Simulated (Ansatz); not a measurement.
A nudged elastic band was laid between two geometries of F$_{2}$GeH$_{2}$O (6 atoms, charge 0, multiplicity 1).

All numbers below come from RHF/def2-SVP in Ansatz 0.2.0.

| Property | Result |
| --- | --- |
| movable images | 5 |
| climbing image | yes |
| spring | 5.0 eV/Å² |
| optimiser | quadratic models (default) |
| start path | through a guess of the saddle point |
| force threshold | 0.05 eV/Å |
| iteration limit | 60 |
| end points | relaxed |

Image 0:

```xyz
6
Properties=species:S:1:pos:R:3
Ge 0.226 -0.071 0.434
H -0.237 0.189 1.841
O 1.921 -0.370 0.352
H 2.317 -0.543 -0.490
F -0.160 1.231 -0.599
F -0.605 -1.389 -0.262
```

Image 6:

```xyz
6
Properties=species:S:1:pos:R:3
Ge -0.537 0.709 0.371
H 1.285 -1.158 0.907
O 1.476 -0.227 0.868
H 2.015 -0.097 0.095
F 0.200 0.809 -1.219
F -0.976 -0.988 0.254
```

(1) Which bonds break or form, and what moves?

(2) What energy profile does the band end with?

(3) What is the geometry of the highest image?

Answers

(1) Bonds broken: Ge1–H2, Ge1–O3. Bonds formed: H2–O3.

(2) The run converged. The highest image is number 2 of 0 to 6, 3.56 eV above the first end and 3.21 eV above the last; the last end lies 0.35 eV above the first. Neighbouring images differ by up to 3.3 eV, so the band resolves the path poorly. A vibrational analysis at the climbing image gives one clearly imaginary mode, 1951i cm⁻¹: a first-order saddle point. The orbitals stay closed-shell, which can raise the energy where a bond breaks towards radicals; this wasn't checked here.

```json
{"image": "0", "path coordinate (Å)": "0.00", "energy (eV)": "0.00", "Ge1–H2 (Å)": "1.50", "Ge1–O3 (Å)": "1.72", "H2–O3 (Å)": "2.68"}
{"image": "1", "path coordinate (Å)": "1.02", "energy (eV)": "0.28", "Ge1–H2 (Å)": "1.50", "Ge1–O3 (Å)": "1.72", "H2–O3 (Å)": "2.49"}
{"image": "2", "path coordinate (Å)": "2.04", "energy (eV)": "3.56", "Ge1–H2 (Å)": "1.63", "Ge1–O3 (Å)": "1.89", "H2–O3 (Å)": "1.39"}
{"image": "3", "path coordinate (Å)": "2.79", "energy (eV)": "0.79", "Ge1–H2 (Å)": "2.33", "Ge1–O3 (Å)": "2.21", "H2–O3 (Å)": "0.95"}
{"image": "4", "path coordinate (Å)": "3.53", "energy (eV)": "0.44", "Ge1–H2 (Å)": "2.86", "Ge1–O3 (Å)": "2.28", "H2–O3 (Å)": "0.95"}
{"image": "5", "path coordinate (Å)": "4.27", "energy (eV)": "0.39", "Ge1–H2 (Å)": "2.84", "Ge1–O3 (Å)": "2.28", "H2–O3 (Å)": "0.95"}
{"image": "6", "path coordinate (Å)": "5.01", "energy (eV)": "0.35", "Ge1–H2 (Å)": "2.66", "Ge1–O3 (Å)": "2.27", "H2–O3 (Å)": "0.95"}
```

(3) 
```xyz
6
Properties=species:S:1:pos:R:3
Ge -0.181 0.058 0.353
H 0.866 -0.079 1.596
O 1.699 -0.090 0.486
H 2.236 -0.810 0.163
F -0.529 1.298 -0.772
F -0.630 -1.330 -0.550
```

Time of the run: 2.2 min on 1 thread of Arm Neoverse V1 (shared host), peak memory 0.16 GiB.
